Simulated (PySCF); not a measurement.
Al(H)(F)(vinyl) (C2H4AlF), SMILES C=[CH][AlH][F].

The structure is a stationary point at TPSSh-D3(BJ)/def2-SVP. The values are those of a single conformer.

Calculation: IEF-PCM-M06-2X/def2-SVP in PySCF.

The values are the electrostatic part of the solvation free energy, E(continuum) − E(gas) at the gas-phase geometry, in a cavity of scaled van der Waals radii (PySCF's table); cavitation and dispersion terms are not included. A continuum can't describe solvent molecules that bind to the metal. In vacuum the orbital gap is 8.77 eV. The dipole moment in vacuum is 2.06 D.

Computed values in water (ε = 78.36), acetone (ε = 20.49), n-hexane (ε = 1.88):
```json
[
 {"solvent": "water", "ε": "78.36", "ΔG(elec) (kcal/mol)": "-5.7", "dipole (D)": "2.29", "gap (eV)": "8.91"},
 {"solvent": "acetone", "ε": "20.49", "ΔG(elec) (kcal/mol)": "-5.4", "dipole (D)": "2.28", "gap (eV)": "8.90"},
 {"solvent": "n-hexane", "ε": "1.88", "ΔG(elec) (kcal/mol)": "-2.1", "dipole (D)": "2.16", "gap (eV)": "8.81"}
]
```
